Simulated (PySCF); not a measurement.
Trend along group 14: MBr molecules

r²SCAN with double-zeta basis sets in PySCF, for the lowest determinant that a PBE0 search found; no spin–orbit coupling. De refers to high-spin ground-configuration atoms. A positive dipole means M(−)Br(+).

```
 M       basis  state (unpaired electrons)  Re (Å)  ωe (cm⁻¹)  De (eV)  μ (D)
 C    def2-SVP               doublet (π ↑)   1.828        731     3.73   1.62
Si     pcseg-1               doublet (π ↑)   2.261        410     3.88  -0.83
Ge  cc-pVDZ-PP               doublet (π ↑)   2.341        292     3.70  -1.63
Sn    def2-SVP               doublet (π ↑)   2.542        245     3.59  -2.49
Pb    def2-SVP               doublet (π ↑)   2.638        214     3.46  -3.47
```

The shortest bond is that of CBr (1.828 Å), the longest that of PbBr (2.638 Å).

The rows differ in basis set, which adds steps of its own.

Down a group the atoms grow and get heavier, so bonds lengthen and wavenumbers fall; this series shows no clear exception.

These are scalar-relativistic numbers at best; spin–orbit coupling would shift them, the dissociation energy most. States were picked by a PBE0 search and need not be the measured ground states.
